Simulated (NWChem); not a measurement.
The numbers come from NWChem runs, not from measurements. System: FNa, charge 0, spin multiplicity 1, at a geometry optimised with PBE0/def2-SVP. The structure started from a generated list of species. Level: CCSD(T)/cc-pVDZ, 2 core orbitals frozen.

Input file:

```
start mol
memory heap 100 mb stack 700 mb global 1900 mb
geometry units angstroms nocenter noautoz
  Na     0.000000     0.000000    -0.849713
  F      0.000000     0.000000     1.038538
  symmetry group C2v
end
basis spherical
  * library cc-pvdz
end
scf
  rhf
  nopen 0
  maxiter 100
  thresh 1e-7
  semidirect memsize 60000000 filesize 0
end
ccsd
  freeze core 2
  maxiter 60
end
task ccsd(t) energy
```

Part of the output:

```
             Northwest Computational Chemistry Package (NWChem) 7.3.0
             --------------------------------------------------------

                                NWChem Input Module
                                -------------------

 Scaling coordinates for geometry "geometry" by  1.889725989
 (inverse scale =  0.529177249)

 Turning off AUTOSYM since
 SYMMETRY directive was detected!

                             Geometry "geometry" -> ""
                             -------------------------

 Output coordinates in angstroms (scale by  1.889725989 to convert to a.u.)

  No.       Tag          Charge          X              Y              Z
 ---- ---------------- ---------- -------------- -------------- --------------
    1 Na                  11.0000     0.00000000     0.00000000    -0.84971300
    2 F                    9.0000     0.00000000     0.00000000     1.03853800

 Effective nuclear repulsion energy (a.u.)      27.7444829374

            Nuclear Dipole moment (a.u.)
            ----------------------------
        X                 Y               Z
 ---------------- ---------------- ----------------
     0.0000000000     0.0000000000    -0.0000018897

      Symmetry information
      --------------------

 Group name             C2v
 Group number             16
 Group order               4
 No. of unique centers     2

      Symmetry unique atoms

     1    2


 Summary of "ao basis" -> "" (spherical)
 ------------------------------------------------------------------------------
       Tag                 Description            Shells   Functions and Types
 ---------------- ------------------------------  ------  ---------------------
 *                          cc-pvdz                   on all atoms

 Summary of "ao basis" -> "ao basis" (spherical)
 ------------------------------------------------------------------------------
       Tag                 Description            Shells   Functions and Types
 ---------------- ------------------------------  ------  ---------------------
 Na                         cc-pvdz                  8       18   4s3p1d
 F                          cc-pvdz                  6       14   3s2p1d

                                 NWChem SCF Module
                                 -----------------

  ao basis        = "ao basis"
  functions       =    32
  atoms           =     2
  closed shells   =    10
  open shells     =     0
  charge          =   0.00
  wavefunction    = RHF
  use symmetry    = T
  symmetry adapt  = T

 Summary of "ao basis" -> "ao basis" (spherical)
 ------------------------------------------------------------------------------
       Tag                 Description            Shells   Functions and Types
 ---------------- ------------------------------  ------  ---------------------
 Na                         cc-pvdz                  8       18   4s3p1d
 F                          cc-pvdz                  6       14   3s2p1d

      Symmetry analysis of basis
      --------------------------

        a1         16
        a2          2
        b1          7
        b2          7

 Forming initial guess at       0.1s

      Superposition of Atomic Density Guess
      -------------------------------------

 Sum of atomic energies:        -261.23689281

      Non-variational initial energy
      ------------------------------

 Total energy =    -260.929422
 1-e energy   =    -422.223845
 2-e energy   =     133.549941
 HOMO         =      -0.628123
 LUMO         =      -0.056767

      Symmetry analysis of molecular orbitals - initial
      -------------------------------------------------

 !! scf_movecs_sym_adapt:   18 vectors were symmetry contaminated

  Symmetry fudging

 !! scf_movecs_sym_adapt:   18 vectors were symmetry contaminated

  Numbering of irreducible representations:

     1 a1          2 a2          3 b1          4 b2

  Orbital symmetries:

     1 a1          2 a1          3 a1          4 a1          5 b1
     6 b2          7 a1          8 a1          9 b2         10 b1
    11 a1         12 b2         13 b1         14 a1         15 a1
    16 b1         17 b2         18 a1         19 a1         20 a2

 Starting SCF solution at       0.6s

 ----------------------------------------------
         Quadratically convergent ROHF

 Convergence threshold     :          1.000E-07
 Maximum no. of iterations :          100
 Final Fock-matrix accuracy:          1.000E-09
 ----------------------------------------------

              iter       energy          gnorm     gmax       time
             ----- ------------------- --------- --------- --------
                 1     -261.2560154808  1.22D+00  5.89D-01      0.6
                 2     -261.3192224123  2.12D-01  1.08D-01      0.6
                 3     -261.3264362196  1.69D-01  8.88D-02      0.6
                 4     -261.3276611447  4.00D-03  2.25D-03      0.6
                 5     -261.3276639504  1.55D-05  6.20D-06      0.6
                 6     -261.3276639504  2.18D-09  1.06D-09      0.6

       Final RHF  results
       ------------------

         Total SCF energy =   -261.327663950430
      One-electron energy =   -425.352476156253
      Two-electron energy =    136.280329268454
 Nuclear repulsion energy =     27.744482937369

        Time for solution =      0.0s

       Symmetry analysis of molecular orbitals - final
       -----------------------------------------------

  Numbering of irreducible representations:

     1 a1          2 a2          3 b1          4 b2

  Orbital symmetries:

     1 a1          2 a1          3 a1          4 a1          5 b2
[...]
           0.000000000000           0.000000000000           0.000000000000

  Mulliken analysis of the total density
  --------------------------------------

    Atom       Charge   Shell Charges
 -----------   ------   -------------------------------------------------------
    1 Na  11    10.31   2.00  2.00  0.07 -0.02  6.00  0.12  0.00  0.13
    2 F    9     9.69   2.00  0.87  1.07  3.30  2.44  0.00

       Multipole analysis of the density wrt the origin
       ------------------------------------------------

     L   x y z        total         open         nuclear
     -   - - -        -----         ----         -------
     0   0 0 0     -0.000000      0.000000     20.000000

     1   1 0 0      0.000000      0.000000      0.000000
     1   0 1 0     -0.000000      0.000000      0.000000
     1   0 0 1     -3.205665      0.000000     -0.000002

     2   2 0 0     -7.237309      0.000000      0.000000
     2   1 1 0     -0.000000      0.000000      0.000000
     2   1 0 1      0.000000      0.000000      0.000000
     2   0 2 0     -7.237309      0.000000      0.000000
     2   0 1 1     -0.000000      0.000000      0.000000
     2   0 0 2     -7.215531      0.000000     63.026373

                   Four-Index Transformation
                   -------------------------
          Number of basis functions:             32
          Number of shells:                      14
          Number of occupied orbitals:           10
          Number of occ. correlated orbitals:     8
          Block length:                          16
          Superscript MO index range:      3 -   10
          Subscript MO index range:        3 -   32
          MO coefficients read from:  ./mol.movecs
          Number of operator matrices in core:   72
          Half-transformed integrals produced

     Pass:    1     Index range:    3  -   10     Time:      1.11
 ------------------------------------------
 MP2 Energy (coupled cluster initial guess)
 ------------------------------------------
 Reference energy:           -261.327663950429553
 MP2 Corr. energy:             -0.206404833947215
 Total MP2 energy:           -261.534068784376757

 ****************************************************************************
              the segmented parallel ccsd program:    1 nodes
 ****************************************************************************

 level of theory    ccsd(t)
 number of core         2
 number of occupied     8
 number of virtual     22
 number of deleted      0
 total functions       32
 number of shells      14
 basis label          566

   ***** ccsd parameters *****
   iprt   =     0
   convi  =  0.100E-05
   maxit  =    60
   mxvec  =     5
 memory            104853772
  Using  1 OpenMP thread(s) in CCSD
  IO offset    20.000000000000000
  IO error message >End of File
  file_read_ga: failing reading from ./mol.t2
  Failed reading restart vector from ./mol.t2
  Using MP2 initial guess vector

-------------------------------------------------------------------------
 iter     correlation     delta       rms       T2     Non-T2      Main
             energy      energy      error      ampl     ampl      Block
                                                time     time      time
-------------------------------------------------------------------------
   1     -0.2010421569 -2.010D-01  4.430D-02     0.60     0.00     0.58
   2     -0.2065897840 -5.548D-03  7.679D-02     0.95     0.00     0.92
   3     -0.2058128452  7.769D-04  7.446D-03     0.90     0.00     0.88
   4     -0.2064530093 -6.402D-04  2.955D-03     0.98     0.00     0.95
   5     -0.2067712249 -3.182D-04  4.722D-03     1.02     0.00     1.00
   6     -0.2067772893 -6.064D-06  8.567D-04     1.01     0.00     0.99
   7     -0.2067743987  2.891D-06  5.291D-04     0.94     0.00     0.92
   8     -0.2067671473  7.251D-06  1.707D-04     0.92     0.00     0.89
   9     -0.2067648321  2.315D-06  6.282D-05     0.93     0.00     0.91
  10     -0.2067656698 -8.377D-07  9.590D-05     0.92     0.00     0.90
  11     -0.2067666309 -9.611D-07  2.015D-05     0.93     0.00     0.91
  12     -0.2067667117 -8.084D-08  2.822D-05     0.93     0.00     0.91
  13     -0.2067669448 -2.331D-07  4.106D-06     0.93     0.00     0.91
  14     -0.2067669806 -3.578D-08  1.708D-06     0.93     0.00     0.91
  15     -0.2067669951 -1.449D-08  7.817D-07     0.91     0.00     0.89
                  *************converged*************
-------------------------------------------------------------------------

 -----------
 CCSD Energy
 -----------
 Reference energy:            -261.327663950429553
 CCSD corr. energy:             -0.206766995097847
 Total CCSD energy:           -261.534430945527390

 --------------------------------
 Spin Component Scaled (SCS) CCSD
 --------------------------------
 Same spin contribution:                 -0.049532074757379
 Same spin scaling factor:                1.130000000000000
 Opposite spin contribution:             -0.157234920340468
 Opposite spin scaling fact.:             1.270000000000000
 SCS-CCSD correlation energy:            -0.255659593308233
 Total SCS-CCSD energy:                -261.583323543737777
 memory            104853772

*********triples calculation*********

nkpass=    1; nvpass=    1; memdrv=          28578; memtrn=         393476; memavail=      104853580
 memory available/node                      104853580
 total number of virtual orbitals        22
 number of virtuals per integral pass    22
 number of integral evaluations           1
 number of occupied per triples pass      8
 number of triples passes                 1

 commencing integral evaluation        1 at          14.94
  symmetry use  T
task         2 out of       105 done   1%  at       0.0 secs
task         6 out of       105 done   5%  at       0.1 secs
task        11 out of       105 done  10%  at       0.3 secs
task        16 out of       105 done  15%  at       0.4 secs
task        21 out of       105 done  20%  at       0.5 secs
task        27 out of       105 done  25%  at       0.5 secs
task        32 out of       105 done  30%  at       0.6 secs
task        37 out of       105 done  35%  at       0.8 secs
task        42 out of       105 done  40%  at       0.9 secs
task        48 out of       105 done  45%  at       1.1 secs
task        53 out of       105 done  50%  at       1.2 secs
task        58 out of       105 done  55%  at       1.4 secs
task        63 out of       105 done  60%  at       1.4 secs
task        69 out of       105 done  65%  at       1.5 secs
task        74 out of       105 done  70%  at       1.6 secs
task        79 out of       105 done  75%  at       1.7 secs
task        84 out of       105 done  80%  at       1.7 secs
task        90 out of       105 done  85%  at       1.8 secs
task        95 out of       105 done  90%  at       1.8 secs
task       100 out of       105 done  95%  at       1.8 secs
task       105 out of       105 done 100%  at       1.8 secs
 commencing triples evaluation - blocking       1
 ccsd(t): done        1 out of       22 progress:    4.5%
 ccsd(t): done        2 out of       22 progress:    9.1%
 ccsd(t): done        3 out of       22 progress:   13.6%
 ccsd(t): done        4 out of       22 progress:   18.2%
 ccsd(t): done        5 out of       22 progress:   22.7%
 ccsd(t): done        6 out of       22 progress:   27.3%
 ccsd(t): done        7 out of       22 progress:   31.8%
 ccsd(t): done        8 out of       22 progress:   36.4%
 ccsd(t): done        9 out of       22 progress:   40.9%
 ccsd(t): done       10 out of       22 progress:   45.5%
 ccsd(t): done       11 out of       22 progress:   50.0%
 ccsd(t): done       12 out of       22 progress:   54.5%
 ccsd(t): done       13 out of       22 progress:   59.1%
 ccsd(t): done       14 out of       22 progress:   63.6%
 ccsd(t): done       15 out of       22 progress:   68.2%
 ccsd(t): done       16 out of       22 progress:   72.7%
 ccsd(t): done       17 out of       22 progress:   77.3%
 ccsd(t): done       18 out of       22 progress:   81.8%
 ccsd(t): done       19 out of       22 progress:   86.4%
 ccsd(t): done       20 out of       22 progress:   90.9%
 ccsd(t): done       21 out of       22 progress:   95.5%
 ccsd(t): done       22 out of       22 progress:  100.0%
 Time for integral evaluation pass     1        1.81
 Time for triples evaluation pass      1        0.17

 pseudo-e(mp4)  -0.35698751496573E-02
 pseudo-e(mp5)   0.10091714388823E-02
        e(t)    -0.25607037107750E-02

 --------------
 CCSD(T) Energy
 --------------
 Reference energy:                    -261.327663950429553

 CCSD corr. energy:                     -0.206766995097847
 T(CCSD) corr. energy:                  -0.003569875149657
 Total CCSD+T(CCSD) energy:           -261.538000820677041

 CCSD corr. energy:                     -0.206766995097847
 (T) corr. energy:                      -0.002560703710775
 Total CCSD(T) energy:                -261.536991649238189

 routine      calls  cpu(0)   cpu-min  cpu-ave  cpu-max   i/o
 aoccsd          1     0.00     0.00     0.00     0.00    0.00
 iterdrv         1     0.01     0.01     0.01     0.01    0.00
 pampt          15     0.04     0.04     0.04     0.04    0.00
 t2pm           15     0.05     0.05     0.05     0.05    0.00
 sxy            15     0.08     0.08     0.08     0.08    0.00
 ints       165375    12.64    12.64    12.64    12.64    0.00
 t2eri        1575     0.50     0.50     0.50     0.50    0.00
 idx2         1575     0.16     0.16     0.16     0.16    0.00
 idx34          15     0.02     0.02     0.02     0.02    0.00
 ht2pm          15     0.06     0.06     0.06     0.06    0.00
 itm            15     0.20     0.20     0.20     0.20    0.00
 pdiis          15     0.01     0.01     0.01     0.01    0.00
 triples         1     0.00     0.00     0.00     0.00    0.00
 rdtrpo          1     0.00     0.00     0.00     0.00    0.00
 trpmos          1     1.81     1.81     1.81     1.81    0.00
 trpdrv          1     0.03     0.03     0.03     0.03    0.00
 dovvv       12672     0.04     0.04     0.04     0.04    0.00
 doooo       12672     0.02     0.02     0.02     0.02    0.00
 tengy       11264     0.06     0.06     0.06     0.06    0.00
 Total                15.74    15.74    15.74    15.74    0.00

 Task  times  cpu:       17.5s     wall:       17.5s

 Total times  cpu:       17.6s     wall:       17.6s
```
